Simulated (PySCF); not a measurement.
AlAsFH3O. Atoms are numbered in the order given.

```xyz
7

Al     0.8721     0.5572     0.0307
As    -1.1838    -0.7212    -0.0009
H     -0.4393    -1.8192    -0.7863
H     -1.5804     0.0061    -1.3014
F      0.8719     2.2162    -0.2506
O      2.3395    -0.2276     0.4336
H      3.1854     0.2435     0.5053
```
Charge 0, spin multiplicity 1.

The structure is a stationary point at PBE-D3(BJ)/def2-SVP. The structure was generated by enumeration; whether it is a known compound was not checked. Other conformers were not sampled.

All values below come from PySCF with KT2/pcSseg-1.

GIAO shieldings, no solvent; atoms listed in one row are averaged. δ = σ(ref) − σ: ⁷⁵As against AsH3 (σ = 1919.7 ppm); ¹H against TMS (σ = 31.47 ppm); ¹⁹F against CFCl3 (σ = 127.1 ppm); ¹⁷O against H2O (σ = 330.4 ppm), references at their B3LYP-D3(BJ)/def2-TZVP geometries, non-relativistic.

Q: Estimate the chemical shifts. (The exact figures need the calculation; the answer reports its results.)

A: 
| nucleus | atoms | count | δ (ppm) |
|---|---|---|---|
| ⁷⁵As | As2 | 1 | -182.3 |
| ¹H | H7 | 1 | 2.89 |
| ¹H | H3 | 1 | 1.79 |
| ¹H | H4 | 1 | 1.62 |
| ¹⁹F | F5 | 1 | -150.2 |
| ¹⁷O | O6 | 1 | 66.2 |
